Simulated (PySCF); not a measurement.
## ZrCl₃⁺, singlet: structure and spectrum

Computed with PySCF, PBE0, basis Zr def2-SVP with ECP28, Cl def2-SVP (scalar-relativistic core potentials, no spin–orbit coupling, density fitting).

The structure is a minimum.

| Item | Value |
| --- | --- |
| Point group | C3v |
| Bond lengths | Zr–Cl 2.259 Å (×3) |
| Bond angles | Cl–Zr–Cl 109.1° (×3) |
| Entropy at 298.15 K and 1 bar | 338.0 J/(mol K) |
| Enthalpy at 298.15 K above 0 K | 17.61 kJ/mol |
| Principal quadrupole moments (Buckingham, traceless) about the centre of mass | -2.73, -2.73, 5.45 D Å |
| Rotational constants | 0.06352, 0.06352, 0.03558 cm⁻¹ |
| Heat capacity Cp at 298.15 K | 74.3 J/(mol K) |
| Dipole moment about the centre of mass | 4.39 D |
| Highest occupied level | -14.72 eV |
| Rotational symmetry number | 3 |
| Lowest empty level | -9.18 eV |
| Zero-point energy | 10.3 kJ/mol |
| Principal polarisabilities | 36.5, 71.0, 71.0 bohr³ |

Harmonic modes (masses in u: Zr 89.905, Cl 34.969):
```json
{"symmetry": "a1", "ω (cm⁻¹)": "89", "IR (km/mol, summed over degenerate members)": "14.6", "type": "bend"}
{"symmetry": "e", "ω (cm⁻¹)": "111", "IR (km/mol, summed over degenerate members)": "2.8", "type": "bend"}
{"symmetry": "a1", "ω (cm⁻¹)": "445", "IR (km/mol, summed over degenerate members)": "10.0", "type": "stretch"}
{"symmetry": "e", "ω (cm⁻¹)": "480", "IR (km/mol, summed over degenerate members)": "224", "type": "stretch"}
```

In C3v the vibrations span 2a1 + 2e.

Charges (e):
| atom | Mulliken | Löwdin | polar tensor | Mayer order to Zr1 |
| --- | --- | --- | --- | --- |
| Zr1 | 1.08 | 0.00 | 2.28 | – |
| Cl2,3,4 | -0.03 | 0.33 | -0.43 | 1.53 |

Mulliken populations on Zr1 (electrons outside its core potential): s 2.28, p 6.37, d 2.17, f 0.10.

Outer orbital energies (eV). occupied: -16.48, -16.48, -15.88, -15.88, -15.53, -15.07, -15.07, -14.72; empty: -9.18, -8.47, -8.47, -7.13.

Formally Zr is in oxidation state +4, d0. A d0 centre has no lone pair, yet it is C3v rather than trigonal planar: covalent bonding through the d orbitals favours lower symmetry. The polar-tensor charge on Zr, 2.28, is far below the formal one.

Stability towards spin polarisation was not tested. Only a few start shapes were tried, so a lower isomer may exist.

The final relaxation and frequency run took 50 s on 2 threads of a shared Arm Neoverse N1 host, with 85 basis functions and 11 gradients; the process peaked at 0.99 GiB.
